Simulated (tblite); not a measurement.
A tight-binding relaxation on `[C@H]12[C+](C#N)[CH][C@@H]2C=C1F` [radical].

Computed with GFN2-xTB geometry optimisation, gas phase (tblite 0.8.0). Start geometry: from a force field or distance geometry. The command runs a driver script over a list of jobs; the input below is this job's line of settings and its coordinates in Å.

Command:
```bash
OMP_NUM_THREADS=1 python probes_run.py task.json out
```

Input:
```
{"job": {"kind": "relax", "xc": "GFN2-xTB", "basis": "xTB"}, "charge": 1, "multiplicity": 2}
N      2.757900    -2.000800    -0.434600
C      1.948600    -1.165000    -0.600800
C      1.003000    -0.161100    -0.785600
C      0.958300     1.128100    -0.158500
C     -0.499500     1.100200    -0.086500
C     -1.158900     0.421600     1.082400
C     -1.129400    -0.792700     0.503000
F     -1.540300    -2.005600     0.906000
C     -0.453800    -0.286400    -0.754600
H      1.648200     1.471500     0.603200
H     -1.036600     1.887600    -0.631300
H     -1.520300     0.781700     2.043200
H     -0.981400    -0.378800    -1.703600
```

Output:
```
step      E/eV     max force
  0    -652.22943    3.204
  1    -652.25628    9.879
  2    -652.55971    2.082
  3    -652.68169    1.517
  4    -652.79694    0.803
  5    -652.93288    1.593
  6    -652.96840    0.750
  7    -653.00170    0.525
  8    -653.02429    0.723
  9    -653.05467    0.735
... (38 lines left out)
 48    -653.14722    0.021
 49    -653.14727    0.018
 50    -653.14731    0.013
 51    -653.14733    0.013
 52    -653.14734    0.010
 53    -653.14736    0.014
 54    -653.14739    0.016
 55    -653.14741    0.016
 56    -653.14742    0.014
 57    -653.14744    0.010
```

«max force» is the largest atomic force in eV/Å.

**Question.** From which step on does the largest force stay under 0.1 eV/Å, and how much energy is left to gain from there?

**Answer.** From step 41 (0.071 eV/Å), 1.5 meV above the end.

Summary of the converged run: energy lowered by 21.2 kcal/mol over 57 steps; largest atomic force 0.010 eV/Å at the end.

**Question.** Give the final coordinates.

**Answer.** 0.228 Å rms from the input after alignment:
```
atom  x, y, z in Å
N1     2.8276   -1.9703   -0.8571
C2     2.0299   -1.1612   -0.7039
C3     0.9925   -0.2669   -0.4411
C4     0.9048    0.9610    0.1492
C5    -0.5657    1.1004   -0.1645
C6    -1.2157    0.5067    1.0564
C7    -1.1941   -0.7475    0.5135
F8    -1.5874   -1.9092    0.9118
C9    -0.4923   -0.3438   -0.7577
H10    1.5955    1.6033    0.6663
H11   -0.9581    1.9757   -0.6635
H12   -1.5037    0.9310    2.0017
H13   -0.8377   -0.6787   -1.7287
```

Time: 0.37 s of wall time. Hardware: an Arm Neoverse V1 with one thread, shared host.
Labels such as C1 count atoms from 1, the log's own numbers from 0.
